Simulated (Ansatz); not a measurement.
This geometry of Cl₂GaH₄NS (9 atoms, charge 0, multiplicity 1) is a first-order saddle point.

Method: Ansatz 0.2.0, RKS B3LYP-D4/def2-SVP.

```xyz
9
Properties=species:S:1:pos:R:3
Ga -0.084 0.263 0.157
N -0.117 0.097 2.070
H -0.837 -0.523 2.446
H 0.771 -0.150 2.510
Cl 1.859 0.150 -0.787
Cl -1.841 -0.518 -0.847
S -0.576 2.662 0.757
H -1.913 2.475 0.652
H -0.444 1.686 1.873
```

(1) Which two structures does it join? (They come from a converged band through this point; their orientation in space is the band's.)

(2) How far does it lie above each of them?

## Answers

(1) Bonds broken: S7–H9. Bonds formed: N2–H9.

Initial state:

```xyz
9
Properties=species:S:1:pos:R:3
Ga -0.058 0.136 0.331
N -0.017 -0.178 2.153
H -0.718 -0.840 2.483
H 0.891 -0.461 2.519
Cl 1.802 0.229 -0.782
Cl -1.879 -0.411 -0.738
S -0.605 2.716 0.574
H -1.929 2.500 0.390
H -0.670 2.451 1.902
```

Final state:

```xyz
9
Properties=species:S:1:pos:R:3
Ga -0.225 0.704 0.103
N -0.074 0.169 2.134
H -0.761 -0.557 2.354
H 0.862 -0.196 2.324
Cl 1.790 0.102 -0.496
Cl -1.859 -0.649 -0.447
S -0.670 2.895 0.133
H -2.001 2.695 -0.011
H -0.243 0.979 2.736
```

(2) 9.0 kJ/mol above the first and 139.6 kJ/mol above the second. This is the barrier of this one path; another mechanism may lie lower. The orbitals stay closed-shell, which can raise the energy where a bond breaks towards radicals; this wasn't checked here.

Time of the run: 4.1 min on 4 threads of Intel(R) Xeon(R) Platinum 8259CL CPU @ 2.50GHz (Skylake/Cascade Lake) (shared host), peak memory 0.4 GiB.
